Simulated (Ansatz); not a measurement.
Si(H)(NCO)(OH)2 (CH₃NO₃Si), SMILES O=C=N[SiH](O)O.

The structure is a stationary point at B3LYP-D3(BJ)/def2-SVP. This is a generated structure with no PubChem entry under its InChIKey; it may be hypothetical. One conformer was computed; it need not be the lowest.

Two levels are set side by side: PBE/def2-SVPD (Ansatz, a first-principles code) and CAM-B3LYP/def2-SVPD (Ansatz). Energy differences of separate SCF runs at the same geometry; the states with an electron removed or added have multiplicity 2 and 2. Differences are taken from unrounded values.

| quantity | PBE |
|---|---|
| vertical ionisation energy (eV) | 10.55 |
| vertical singlet–triplet gap (eV) | 6.38 |

Problem. These are the PBE values. What does CAM-B3LYP give? (An estimate is asked for; the answer gives what the named calculation found.)

Solution. 
```
quantity                           CAM-B3LYP  PBE minus CAM-B3LYP
---------------------------------  ---------  -------------------
vertical ionisation energy (eV)        11.40                -0.84
vertical singlet–triplet gap (eV)       6.73                -0.34
```
